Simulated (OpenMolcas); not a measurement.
# Ionisation energies of magnesium

| Item | Value |
| --- | --- |
| Program | OpenMolcas 26.06 |
| Basis | ANO-R2 [6s4p4d2f] |
| Scalar Hamiltonian | X2C, finite nucleus |
| Spin-orbit coupling | state interaction with AMFI integrals over the reference wave functions, term energies averaged over their components |

Active shells in each charge state: the valence s, p shells, with orbitals averaged over the low states. Where CASPT2's correlated closed shells are named, they are those of the first ion.

A. CASSCF
B. SS-CASPT2, IPEA 0.25 Eh, imaginary shift 0.1 Eh (closed shells correlated: 2s 2p)
C. SS-CASPT2, IPEA 0.25 Eh, imaginary shift 0.1 Eh (closed shells correlated: 1s 2s 2p)
D. SS-CASPT2, IPEA 0.25 Eh, imaginary shift 0.1 Eh (closed shells correlated: none)
E. SS-CASPT2, IPEA 0 Eh, imaginary shift 0.1 Eh (closed shells correlated: 2s 2p)

Energies in eV between the lowest computed levels, named as in B; reference values from the NIST Atomic Spectra Database with their kind.

| From | To | A | B | C | D | E | Spin-orbit share in B | Reference |
| --- | --- | --- | --- | --- | --- | --- | --- | --- |
| Mg 3s² ¹S₀ | Mg+ 3s ²S_1/2 | 7.328 | 7.471 | 7.470 | 7.386 | 7.473 | +0.000 | 7.646 (measured) |
| Mg+ 3s ²S_1/2 | Mg2+ 2p⁶ ¹S₀ | 14.740 | 14.977 | 14.975 | 14.740 | 14.984 | +0.000 | 15.035 (measured) |

Error against the reference values, in %:

| From | Reference | A | B | C | D | E |
| --- | --- | --- | --- | --- | --- | --- |
| Mg | measured | -4.2 | -2.3 | -2.3 | -3.4 | -2.3 |
| Mg+ | measured | -2.0 | -0.4 | -0.4 | -2.0 | -0.3 |

Mean absolute error over the 2 measured values: A 0.31 eV, B 0.12 eV, C 0.12 eV, D 0.28 eV, E 0.11 eV.
